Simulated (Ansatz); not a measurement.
H2Sn (SMILES [SnH2]), charge 0, multiplicity 1, relaxed at each level with Ansatz (a quantum-chemistry and plane-wave program); harmonic frequencies from differences of analytic forces, average atomic masses, frozen cores. Elements past Kr take the def2 small-core potentials, without spin–orbit coupling.

```tsv
level	Sn1–H2 (Å)	Sn1–H3 (Å)	H2–Sn1–H3 (°)	dipole (D)
HF/def2-TZVPP	1.7633	1.7633	92.7	0.54
PBE/def2-TZVPP	1.7913	1.7913	89.9	0.86
r2SCAN/def2-TZVPP	1.7718	1.7718	90.1	0.74
B3LYP/def2-TZVPP	1.7805	1.7805	90.6	0.90
PBE0/def2-TZVPP	1.7724	1.7724	90.5	0.72
wB97X-V/def2-TZVPP	1.7620	1.7620	91.2	0.66
MP2/def2-TZVPP	1.7693	1.7693	91.5	0.64
CCSD(T)/def2-SVP	1.7849	1.7849	91.2	0.56
CCSD(T)/def2-TZVPP	1.7815	1.7815	91.5	0.66
CCSD(T)/def2-QZVPP	1.7814	1.7814	91.4	0.62
```

Doubts at one or more of the structures used: a restricted determinant that unrestricted orbitals would lower (MP2/def2-TZVPP, CCSD(T)/def2-SVP, CCSD(T)/def2-TZVPP, CCSD(T)/def2-QZVPP).
